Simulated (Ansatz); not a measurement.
Total energies of Cu₃H from Ansatz at PBE-D4/def2-TZVP, gas phase (1 Eh = 27.2114 eV = 2625.5 kJ/mol). The reference geometry is relaxed at PBE-D4/def2-TZVP.

Cartesian coordinates in Å:
```
Cu 0.5788 -0.1584 -0.3829
Cu -0.8685 1.0696 1.0827
Cu -1.6840 -0.9158 0.2730
H 1.9737 0.0046 -0.9729
```

| state | geometry | energy (Eh) |
| --- | --- | --- |
| charge 0 singlet | reference | -4921.46534 |
| charge 1 doublet | reference | -4921.18027 |
| charge 0 triplet | relaxed at PBE-D4/def2-TZVP | -4921.44240 |
| charge 0 quintet | relaxed at PBE-D4/def2-TZVP | -4921.33989 |
| free Cu atom (doublet) | – | -1640.24447 |
| free H atom (doublet) | – | -0.49962 |

**Question.** Work out the vertical ionisation energy to the doublet.

**Answer.** E(charge 1 doublet) − E(charge 0 singlet) = -4921.18027 − (-4921.46534) = 0.28507 Eh = 7.76 eV. For comparison, −ε of the highest occupied level is 4.91 eV at this level, 2.85 eV less.

**Question.** Which of the charge 0 states is lowest, and how far above it are the others?

**Answer.** The singlet. triplet: -4921.44240 − (-4921.46534) = 0.02294 Eh = 60.2 kJ/mol; quintet: -4921.33989 − (-4921.46534) = 0.12545 Eh = 329.4 kJ/mol. The triplet differs in its bonds from the reference. The quintet differs in its bonds from the reference.

**Question.** What is the binding energy per atom against free atoms?

**Answer.** Atoms: 3 × (-1640.24447) + 1 × (-0.49962) = -4921.23303 Eh. Binding: -4921.23303 − (-4921.46534) = 0.23231 Eh = 6.32 eV, or 1.58 eV for each of 4 atoms (no zero-point energy, no counterpoise term).

The structure comes from a short search, and lower isomers may exist.
